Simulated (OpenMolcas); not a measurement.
**Br²⁺: effect of the basis set**

```yaml
Program: OpenMolcas
Method: "SS-CASPT2, IPEA 0.25 Eh, imaginary shift 0.1 Eh (closed shells correlated: 3d 4s)"
Active_space: 3 electrons in 3 orbitals (4p)
State_averaging: 2S+1 = 4 odd, 1 root; 2S+1 = 2 odd, 8 roots
Spin-orbit_coupling: RASSI with atomic mean-field integrals over the reference wave functions, term energies averaged over their components
```

A. ANO-RCC-VDZP [5s4p2d], DKH2, point nucleus; CASPT2 step of the order of 0.6 core-seconds
B. ANO-R1 [5s4p3d1f], X2C, finite nucleus; CASPT2 step about 1 core-seconds
C. ANO-RCC-VTZP [6s5p3d1f], DKH2, point nucleus; CASPT2 step roughly 0.8 core-seconds
D. ANO-R2 [6s5p4d2f1g], X2C, finite nucleus; CASPT2 step of the order of 0.9 core-seconds
E. ANO-RCC-VQZP [7s6p4d2f1g], DKH2, point nucleus; CASPT2 step of the order of 2.3 core-seconds
F. ANO-R3 [7s6p5d4f2g], X2C, finite nucleus; CASPT2 step about 4 core-seconds

Energies in eV above 4s² 4p³ ⁴S°_3/2, the measured ground level; measured values from Moore, Atomic Energy Levels, vol. II, NSRDS-NBS 35 (1971 reprint of NBS Circular 467, 1952).

| Level | A | B | C | D | E | F | Measured |
| --- | --- | --- | --- | --- | --- | --- | --- |
| 4s² 4p³ ⁴S°_3/2 | 0.0000 | 0.0000 | 0.0000 | 0.0000 | 0.0000 | 0.0000 | 0.0000 |
| 4s² 4p³ ²D°_3/2 | 2.271 | 2.237 | 2.054 | 2.013 | 1.996 | 1.974 |  |
| 4s² 4p³ ²D°_5/2 | 2.376 | 2.350 | 2.156 | 2.115 | 2.098 | 2.078 |  |
| 4s² 4p³ ²P°_1/2 | 3.821 | 3.795 | 3.628 | 3.576 | 3.554 | 3.520 | 3.3370 |
| 4s² 4p³ ²P°_3/2 | 3.963 | 3.949 | 3.770 | 3.715 | 3.693 | 3.663 | 3.5433 |

Deviations, from unrounded energies. A percentage is the sum of absolute deviations over the sum of measured energies, with the sign that they share, or ± where signs differ.

```json
{"Against measurement": "mean absolute deviation (cm-1)", "Levels": "2", "A": "3600", "B": "3500", "C": "2100", "D": "1700", "E": "1500", "F": "1200"}
{"Against measurement": "other terms of the ground configuration (%)", "Levels": "2", "A": "+13.1", "B": "+12.6", "C": "+7.5", "D": "+6.0", "E": "+5.3", "F": "+4.4"}
```

F lies closest to measurement on these levels and A furthest from it. The largest miss of F in the table is 4s² 4p³ ²P°_1/2, by +1500 cm-1. The ranking rests on the paired levels alone, and a cruder setting can come out closer through cancelling errors.

Among A to F the level of the table that moves most is 4s² 4p³ ²P°_1/2, by 2400 cm-1 (lowest in F, highest in A). Moves below CASPT2's spread within the term are not significant.

CASPT2 does not keep the components of a term degenerate, so their means are used; among the terms shown or strongly mixed into the levels shown the widest spread is 290 cm-1 (4s² 4p³ ²D°, A). With the s shell closed, the reference lacks s² → p² mixing. Computed and measured levels are paired by configuration, term and J; levels that our copy of the source lacks, or whose pairing is in doubt (as where it misses far off the trend of its configuration), stay unpaired and out of the deviations. Levels of configurations outside the active space are missing.

° marks odd parity.
